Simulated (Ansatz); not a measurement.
Al₁₁. Charge 0, multiplicity 2. Geometry PBE-D4/def2-SVP.

```xyz
11

Al    0.7902   -2.8285   -0.0632
Al   -1.6529    0.9513    2.4072
Al   -3.0119    0.6678    0.0669
Al   -1.3690    0.7396   -1.9590
Al    2.4931   -1.1540   -1.3189
Al    2.0584   -0.8367    1.2786
Al   -0.0123   -1.3904   -2.1888
Al    0.9190    1.3263    1.9777
Al   -0.7885    2.3169    0.1498
Al    1.1883    0.9112   -0.8148
Al   -0.6143   -0.7035    0.4645
```

At HF/STO-3G, HF/def2-TZVP the charge 0 doublet is spin-contaminated (final ⟨S²⟩ up to 3.37, 0.75 for a pure state). At HF/STO-3G the highest occupied level of the charge 0 doublet lies above zero (up to 0.54 eV). In Hartree–Fock with STO-3G the lack of diffuse functions raises the level. Another isomer (doublet) lies 0.26 eV lower at PBE0-D4/def2-TZVP; other spin states weren't run for this one.

Estimate the α-spin orbital energies around the gap (eV) in Ansatz with HF/STO-3G, HF/def2-TZVP, PBE-D4/def2-TZVP, r2SCAN-D4/def2-TZVP, PBE0-D4/def2-SVP.


```json
{"orbital": "HOMO−9", "HF/STO-3G": "-5.67", "HF/def2-TZVP": "-10.78", "PBE-D4/def2-TZVP": "-7.44", "r2SCAN-D4/def2-TZVP": "-7.65", "PBE0-D4/def2-SVP": "-8.60"}
{"orbital": "HOMO−8", "HF/STO-3G": "-4.36", "HF/def2-TZVP": "-9.10", "PBE-D4/def2-TZVP": "-6.58", "r2SCAN-D4/def2-TZVP": "-6.75", "PBE0-D4/def2-SVP": "-7.50"}
{"orbital": "HOMO−7", "HF/STO-3G": "-3.61", "HF/def2-TZVP": "-8.69", "PBE-D4/def2-TZVP": "-6.08", "r2SCAN-D4/def2-TZVP": "-6.26", "PBE0-D4/def2-SVP": "-6.95"}
{"orbital": "HOMO−6", "HF/STO-3G": "-2.87", "HF/def2-TZVP": "-7.92", "PBE-D4/def2-TZVP": "-5.82", "r2SCAN-D4/def2-TZVP": "-6.01", "PBE0-D4/def2-SVP": "-6.64"}
{"orbital": "HOMO−5", "HF/STO-3G": "-0.99", "HF/def2-TZVP": "-7.41", "PBE-D4/def2-TZVP": "-5.42", "r2SCAN-D4/def2-TZVP": "-5.62", "PBE0-D4/def2-SVP": "-6.28"}
{"orbital": "HOMO−4", "HF/STO-3G": "-0.58", "HF/def2-TZVP": "-7.12", "PBE-D4/def2-TZVP": "-5.38", "r2SCAN-D4/def2-TZVP": "-5.52", "PBE0-D4/def2-SVP": "-6.16"}
{"orbital": "HOMO−3", "HF/STO-3G": "-0.37", "HF/def2-TZVP": "-6.97", "PBE-D4/def2-TZVP": "-5.04", "r2SCAN-D4/def2-TZVP": "-5.20", "PBE0-D4/def2-SVP": "-5.77"}
{"orbital": "HOMO−2", "HF/STO-3G": "-0.21", "HF/def2-TZVP": "-6.86", "PBE-D4/def2-TZVP": "-4.73", "r2SCAN-D4/def2-TZVP": "-4.90", "PBE0-D4/def2-SVP": "-5.48"}
{"orbital": "HOMO−1", "HF/STO-3G": "0.21", "HF/def2-TZVP": "-6.70", "PBE-D4/def2-TZVP": "-4.65", "r2SCAN-D4/def2-TZVP": "-4.87", "PBE0-D4/def2-SVP": "-5.45"}
{"orbital": "HOMO", "HF/STO-3G": "0.46", "HF/def2-TZVP": "-6.42", "PBE-D4/def2-TZVP": "-4.57", "r2SCAN-D4/def2-TZVP": "-4.68", "PBE0-D4/def2-SVP": "-5.26"}
{"orbital": "LUMO", "HF/STO-3G": "6.68", "HF/def2-TZVP": "-0.66", "PBE-D4/def2-TZVP": "-3.75", "r2SCAN-D4/def2-TZVP": "-3.71", "PBE0-D4/def2-SVP": "-3.39"}
{"orbital": "LUMO+1", "HF/STO-3G": "6.78", "HF/def2-TZVP": "-0.39", "PBE-D4/def2-TZVP": "-3.67", "r2SCAN-D4/def2-TZVP": "-3.68", "PBE0-D4/def2-SVP": "-3.32"}
{"orbital": "LUMO+2", "HF/STO-3G": "7.34", "HF/def2-TZVP": "-0.25", "PBE-D4/def2-TZVP": "-3.26", "r2SCAN-D4/def2-TZVP": "-3.26", "PBE0-D4/def2-SVP": "-2.93"}
{"orbital": "LUMO+3", "HF/STO-3G": "7.78", "HF/def2-TZVP": "0.19", "PBE-D4/def2-TZVP": "-3.03", "r2SCAN-D4/def2-TZVP": "-3.08", "PBE0-D4/def2-SVP": "-2.72"}
{"orbital": "LUMO+4", "HF/STO-3G": "8.16", "HF/def2-TZVP": "0.33", "PBE-D4/def2-TZVP": "-2.79", "r2SCAN-D4/def2-TZVP": "-2.73", "PBE0-D4/def2-SVP": "-2.39"}
{"orbital": "LUMO+5", "HF/STO-3G": "9.37", "HF/def2-TZVP": "0.70", "PBE-D4/def2-TZVP": "-2.59", "r2SCAN-D4/def2-TZVP": "-2.51", "PBE0-D4/def2-SVP": "-2.13"}
{"orbital": "β HOMO", "HF/STO-3G": "0.54", "HF/def2-TZVP": "-6.09", "PBE-D4/def2-TZVP": "-4.52", "r2SCAN-D4/def2-TZVP": "-4.63", "PBE0-D4/def2-SVP": "-5.19"}
{"orbital": "β LUMO", "HF/STO-3G": "6.59", "HF/def2-TZVP": "-0.83", "PBE-D4/def2-TZVP": "-4.12", "r2SCAN-D4/def2-TZVP": "-3.95", "PBE0-D4/def2-SVP": "-3.68"}
```
